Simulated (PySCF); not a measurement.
## Bonds of C to Cl, Br, O

CCSD(T) in PySCF with def2-TZVPP on every atom, for the lowest determinant that a PBE0 search found; no spin–orbit coupling. D0 is De less the harmonic zero-point energy.

```
 X             state of CX  D0(CX) (eV)  D0(X₂) (eV)
Cl           doublet (π ↑)         3.95         2.27
Br           doublet (π ↑)         3.37         2.03
 O  singlet (closed shell)        10.79         4.84
```

Problem. Give the energy of C + X₂ → CX + X at 0 K for each X.

Solution. Cl: 2.27 − 3.95 = -1.68 eV; Br: 2.03 − 3.37 = -1.34 eV; O: 4.84 − 10.79 = -5.95 eV (CCSD(T)/def2-TZVPP; negative means exothermic).

Problem. Does an atom of O displace Br from CBr?

Solution. CBr + O → CO + Br has ΔE = 3.37 − 10.79 = -7.42 eV at CCSD(T)/def2-TZVPP, so it is downhill.

Gas-phase diatomics only hint at surface chemistry, where an atom holds several bonds.

Correlated steps freeze the inner cores (2 to 18 orbitals); shallow outer-core shells are correlated. Spin–orbit coupling is left out. Where the molecule has an RHF reference, its open-shell atoms are computed with UHF. States were picked by a PBE0 search and need not be the measured ground states.
